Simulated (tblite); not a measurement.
Isomers of C5H7N3O2. Method: GFN2-xTB as coded in tblite; computed harmonic values from a numerical Hessian at the method's own geometry, unscaled. The method is semi-empirical: single wavenumbers can be off by several per cent or more. One conformer each.

Electronic energies: GFN2-xTB at the same geometries; isomer energies are rough at this level and their order can be wrong.

```json
{"SMILES": "COC(=O)c1ncnn1C", "electronic energy, lowest = 0 (kJ/mol)": "0.0"}
{"SMILES": "COC(=O)c1n[nH]nc1C", "electronic energy, lowest = 0 (kJ/mol)": "62.2"}
{"SMILES": "COC(=O)c1cnn(C)n1", "electronic energy, lowest = 0 (kJ/mol)": "51.1"}
{"SMILES": "COC(=O)c1cn(C)nn1", "electronic energy, lowest = 0 (kJ/mol)": "68.7"}
{"SMILES": "COC(=O)c1nncn1C", "electronic energy, lowest = 0 (kJ/mol)": "19.7"}
{"SMILES": "COc1nc(C(C)=O)n[nH]1", "electronic energy, lowest = 0 (kJ/mol)": "46.1"}
```

**Question.** How do GFN2-xTB zero-point energies change the relative energies?

**Answer.** 
| SMILES | ZPE (kJ/mol) | of it from modes above 1550 cm⁻¹ | electronic (kJ/mol) | with ZPE, lowest = 0 (kJ/mol) | lowest mode (cm⁻¹) | rings |
| --- | --- | --- | --- | --- | --- | --- |
| COC(=O)c1ncnn1C | 330.2 | 137.7 | 0.0 | 0.0 | 39 | 1 |
| COC(=O)c1nncn1C | 329.3 | 137.5 | 19.7 | 18.8 | 34 | 1 |
| COc1nc(C(C)=O)n[nH]1 | 328.6 | 149.2 | 46.1 | 44.5 | 36 | 1 |
| COC(=O)c1cnn(C)n1 | 328.9 | 137.8 | 51.1 | 49.8 | 16i | 1 |
| COC(=O)c1n[nH]nc1C | 329.6 | 139.3 | 62.2 | 61.6 | 13 | 1 |
| COC(=O)c1cn(C)nn1 | 328.6 | 137.5 | 68.7 | 67.1 | 42 | 1 |

The zero-point energies span 1.6 kJ/mol, from `COC(=O)c1cn(C)nn1` to `COC(=O)c1ncnn1C`. Slightly imaginary modes are left out of the zero-point energy: `COC(=O)c1cnn(C)n1` 16.2i cm⁻¹. The order is unchanged.

**Question.** What do entropy and thermal enthalpy add at 298.15 K and 1 bar (rigid rotor, harmonic oscillator, one conformer each)?

**Answer.** 
```
              SMILES  point group  symmetry number  S (J/(mol K))  H − H(0) (kJ/mol)  ZPE + H − H(0) − TS (kJ/mol)
     COC(=O)c1ncnn1C           Cs                1          423.6              28.84                         232.8
     COC(=O)c1nncn1C           Cs                1          428.3              29.08                         230.7
COc1nc(C(C)=O)n[nH]1           C1                1          420.3              29.04                         232.4
```

Not tabulated: `COC(=O)c1cnn(C)n1` (lowest mode only 16i cm⁻¹); `COC(=O)c1n[nH]nc1C` (lowest mode only 13 cm⁻¹); `COC(=O)c1cn(C)nn1` (point group not settled).
